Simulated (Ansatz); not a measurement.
Cl4Ge, charge +1, doublet, geometry from GFN2-xTB (a state made from the parent by changing its charge; the spin is typed, not shown lowest); CAM-B3LYP/6-31G run with Ansatz (a program for electronic structure).

Input for Ansatz:
Ansatz 0.2 input:
```yaml
crystal:
  periodic: [false, false, false]
  atoms:
    - {symbol: Cl, position_ang: [-0.94911589, -1.52714720, -1.17575110]}
    - {symbol: Ge, position_ang: [-0.00000000, -0.00000000, 0.00000000]}
    - {symbol: Cl, position_ang: [2.10292203, -0.41368165, 0.14824520]}
    - {symbol: Cl, position_ang: [-0.28957289, 1.91039693, -0.93910666]}
    - {symbol: Cl, position_ang: [-0.86423325, 0.03043192, 1.96661257]}
basis:
  gaussian:
    orbitals: 6-31G
    fitting: {mean_field: def2-universal-JKFIT}
hamiltonian:
  xc: cam_b3lyp
total_charge: 1
magnetization: {spin_polarized: true, initial_magnetization: 1}
```

It wrote (shortened):

```
Functional definition: CAM-B3LYP
778 factors; integrals over basis functions are off by at most 1.8e-3 eV
778 factors; integrals over basis functions are off by at most 3.8e-7 eV
mean field evaluation 1: about -106588.8910 eV, gradient 2.0e1 eV
mean field evaluation 2: about -106589.0320 eV, gradient 2.3e1 eV
mean field evaluation 4: about -106591.4681 eV, gradient 8.1e-1 eV
mean field evaluation 8: about -106591.4782 eV, gradient 2.9e-2 eV
mean field evaluation 16: about -106591.4783 eV, gradient 3.4e-4 eV
mean field evaluation 32: about -106591.4844 eV, gradient 2.6e-2 eV
mean field evaluation 64: about -106591.4829 eV, gradient 5.3e-2 eV
mean field -106591.48509520 eV, -3917.1648269449 hartree, gradient 7.3e-6 eV, S^2 0.754957; 8 other end points of the search recorded, 0 dependent functions left out
reference -106591.48522064 eV, -3917.1648315547 hartree; 50, 49 occupied and 31, 32 virtual orbitals, 778 factors
Total energy: -106591.48522064 eV, -3917.1648315547 hartree
```
